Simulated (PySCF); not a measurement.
Ionisation energy of K by level of theory

K [Ar] 4s1 (2S) → K⁺ [Ar] (1S), as a difference of total energies. All numbers are calculated (PySCF 2.14, scalar relativity by spin-free X2C-1e, in cc-pVTZ-X2C). The calculations carry no spin-orbit coupling.

| method | ionisation energy (eV) |
| --- | --- |
| UHF | 4.023 |
| M06-L | 3.672 |
| r2SCAN | 4.255 |

Problem. Which method comes closest to the reference value, and which is furthest?

Solution. The reference is 4.341 eV (measured; NIST Atomic Spectra Database, ionization energies). Closest: r2SCAN (error -0.086 eV); furthest: M06-L (error -0.669 eV).
